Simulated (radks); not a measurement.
Values are calculated unless marked as measured or tabulated.
The nuclear charge of the barium ion Ba2+ is varied continuously with 54 electrons held in [Xe]. Code: a radial shooting solver on a logarithmic mesh with Libxc functionals. Model: Dirac Kohn-Sham, PBE, spin-unpolarised, spherical densities, point nucleus. By the Hellmann-Feynman theorem dE/dZ = E(electron-nucleus)/Z, the electronic potential at the nucleus.

Z,E (hartree),E(electron-nucleus)/Z (hartree),HOMO,e(HOMO) (eV),<r> HOMO (bohr)
55,-7790.1338,-344.242,5p3/2,-18.156,2.101
55.5,-7963.3508,-348.628,5p3/2,-23.992,2.004
56,-8138.7630,-353.023,5p3/2,-30.243,1.920
56.5,-8316.3749,-357.427,5p3/2,-36.889,1.845
57,-8496.1919,-361.843,5p3/2,-43.913,1.778

The central difference of E at Z = 56 is -353.024 hartree, to compare with the third column; the second derivative is -8.8 hartree.
